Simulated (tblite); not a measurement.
Run record: tight-binding relaxation, `C(C)S[SiH2]CCC#C`.

Computed with GFN2-xTB geometry optimisation, gas phase (tblite 0.8.0). Start geometry: from a force field or distance geometry. The command runs a driver script over a list of jobs; the input below is this job's line of settings and its coordinates in Å.

Command:
```bash
OMP_NUM_THREADS=1 python probes_run.py task.json out
```

Input:
```
{"job": {"kind": "relax", "xc": "GFN2-xTB", "basis": "xTB"}, "charge": 0, "multiplicity": 1}
C     -3.914300     1.951500    -0.309200
C     -3.558500     0.820500    -0.220800
C     -3.094300    -0.584000    -0.087500
C     -1.685900    -0.777400    -0.634700
Si    -0.304000    -0.085200     0.418800
S      1.574800    -0.674600    -0.448800
C      2.796000     0.113000     0.647800
C      4.209300    -0.206900     0.185500
H     -4.246700     2.961300    -0.395200
H     -3.792700    -1.216000    -0.662800
H     -3.180800    -0.909500     0.951600
H     -1.615100    -0.381700    -1.640900
H     -1.520000    -1.863900    -0.702300
H     -0.331600     1.398000     0.457000
H     -0.361300    -0.612700     1.795500
H      2.643900     1.195900     0.662400
H      2.658500    -0.252800     1.677500
H      4.383300     0.157900    -0.831800
H      4.933600     0.265400     0.850700
H      4.400600    -1.288200     0.200300
```

Output:
```
step      E/eV     max force
  0    -649.91100    1.997
  1    -649.88254    4.500
  2    -649.97121    0.346
  3    -649.97808    0.261
  4    -649.98537    0.304
  5    -649.98960    0.182
  6    -649.99265    0.114
  7    -649.99407    0.100
  8    -649.99536    0.104
  9    -649.99689    0.102
... (60 lines left out)
 70    -650.01975    0.011
 71    -650.01977    0.015
 72    -650.01980    0.017
 73    -650.01983    0.016
 74    -650.01986    0.016
 75    -650.01990    0.014
 76    -650.01995    0.027
 77    -650.01999    0.015
 78    -650.02002    0.019
 79    -650.02004    0.008
```

«max force» is the largest atomic force in eV/Å.

From which step on does the largest force stay under 0.1 eV/Å, and how much energy is left to gain from there?

From step 14 (0.086 eV/Å), 15.9 meV above the end.

Summary of the converged run: energy lowered by 2.5 kcal/mol over 79 steps; largest atomic force 0.008 eV/Å at the end.

Where do the atoms end?

0.153 Å rms from the input after alignment:
```
atom  x, y, z in Å
C1    -3.6716    1.9619   -0.2043
C2    -3.4002    0.7986   -0.1359
C3    -3.0675   -0.6089   -0.0852
C4    -1.6797   -0.8831   -0.6672
Si5   -0.3114   -0.0561    0.3432
S6     1.5418   -0.6727   -0.5377
C7     2.7012    0.1340    0.6287
C8     4.1339   -0.1623    0.2324
H9    -3.9139    2.9811   -0.2549
H10   -3.8262   -1.1636   -0.6476
H11   -3.1080   -0.9436    0.9553
H12   -1.6493   -0.5343   -1.7008
H13   -1.5172   -1.9622   -0.6972
H14   -0.3646    1.4043    0.3208
H15   -0.3164   -0.5269    1.7323
H16    2.4996    1.2047    0.6057
H17    2.4824   -0.2503    1.6246
H18    4.3348    0.2177   -0.7661
H19    4.8189    0.3080    0.9353
H20    4.3082   -1.2354    0.2318
```

Estimate the wall time. Hardware: an Arm Neoverse N1 with one thread, on a shared host.

About 1.1 s.
Labels such as C1 count atoms from 1, the log's own numbers from 0.
